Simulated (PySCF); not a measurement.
A structure optimised at PBE-D3(BJ)/def2-SVP, used in a PySCF frequency run:

```xyz
11

C      1.2896    -0.5064     0.4334
C      0.0112     0.0480    -0.0322
C     -1.2918    -0.5442     0.3187
O      0.0943     1.0980    -0.7719
H      1.1991    -0.9276     1.4543
H      1.5274    -1.3737    -0.2307
H      2.1145     0.2248     0.3513
H     -2.1315    -0.1772    -0.3027
H     -1.4970    -0.2862     1.3856
H     -1.2382    -1.6523     0.2931
H     -0.7820     1.4233    -1.0944
```
Charge +1, spin multiplicity 1.

**Question.** Write its SMILES and formula.

**Answer.** CC(C)=[OH+], C3H7O

**Question.** What are its rotational constants (standard atomic weights)?

**Answer.** 9.7070, 8.3260, 4.7469 GHz
